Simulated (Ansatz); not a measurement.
Start from `C=C[N]([GeH3])C(C)(C)C` and change one atom or group to get `C=CN(CC)C(C)(C)C`.

Ansatz, PBE0-D4/def2-TZVP geometries, multiplicity 1. Each molecule was computed in one conformer, which needn't be the lowest.

Scalar relativity is left out up to krypton.

| property | `C=C[N]([GeH3])C(C)(C)C` |
| --- | --- |
| LUMO energy (PBE0/def2-TZVPP) / eV | 0.62 |
| HOMO–LUMO gap (B3LYP/def2-TZVPP) / eV | 5.83 |
| LUMO energy (B3LYP/def2-TZVPP) / eV | 0.37 |
| HOMO–LUMO gap (PBE/def2-TZVPP) / eV | 4.25 |
| LUMO energy (ωB97M-V/def2-TZVPP) / eV | 2.29 |
| size of the dipole moment (ωB97M-V/def2-TZVPP) / D | 1.63 |

Q: What does the change do to each property? (Estimate.)

A: Ansatz gave: 
| property | `C=CN(CC)C(C)(C)C` | shift |
| --- | --- | --- |
| LUMO energy (PBE0/def2-TZVPP) / eV | 1.01 | 0.39 |
| HOMO–LUMO gap (B3LYP/def2-TZVPP) / eV | 5.89 | 0.06 |
| LUMO energy (B3LYP/def2-TZVPP) / eV | 0.69 | 0.32 |
| HOMO–LUMO gap (PBE/def2-TZVPP) / eV | 4.49 | 0.24 |
| LUMO energy (ωB97M-V/def2-TZVPP) / eV | 2.43 | 0.14 |
| size of the dipole moment (ωB97M-V/def2-TZVPP) / D | 1.89 | 0.26 |

With PBE0 the HOMO rises by 0.26 eV and the LUMO rises by 0.39 eV, so the gap widens by about 0.13 eV. PBE moves the HOMO by 0.25 eV and ωB97M-V by 0.27 eV. Dipoles are sizes alone; their direction can turn.

Positive LUMOs are unbound, so they and the gaps depend on the basis.

B3LYP here is the variant with VWN-RPA as its local correlation; programs differ in this.
